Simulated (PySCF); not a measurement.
# InH₃ + 2 Cl₂ → InCl + 3 HCl

Level: PBE0 in the def2-TZVP basis family, computed in PySCF with density fitting; scalar-relativistic core potentials for atoms from Rb on, none lighter, no spin–orbit coupling; open shells unrestricted.

| species | state and structure | E (Eh) | ZPE (kJ/mol) | H(298 K) − H(0) (kJ/mol) | S° (J/(mol K)) |
| --- | --- | --- | --- | --- | --- |
| InH₃ | singlet, D3h, In–H 1.724 Å (×3) | -191.88524 | 43.6 | 11.1 | 229.1 |
| Cl₂ | singlet, D∞h, Cl–Cl 1.982 Å | -920.08940 | 3.5 | 9.1 | 222.5 |
| InCl | singlet, C∞v, In–Cl 2.414 Å | -650.27957 | 1.9 | 9.7 | 248.1 |
| HCl | singlet, C∞v, H–Cl 1.279 Å | -460.66440 | 17.9 | 8.7 | 186.6 |

What is the electronic reaction energy?

At PBE0/def2-TZVP, ΔE = -548.0 kJ/mol from the differences of the total energies times 2625.5, downhill. 

Add zero-point, thermal and entropy terms for 298.15 K and 1 bar.

ΔZPE = 5.0 and Δ[H(298) − H(0)] = 6.5 kJ/mol give ΔH° = -536.5 kJ/mol. ΔS° = 133.8 J/(mol K), so ΔG° = -536.5 − 298.15 × (0.1338) = -576 kJ/mol.

The structures come from searches over a few start shapes, so lower isomers are not excluded.
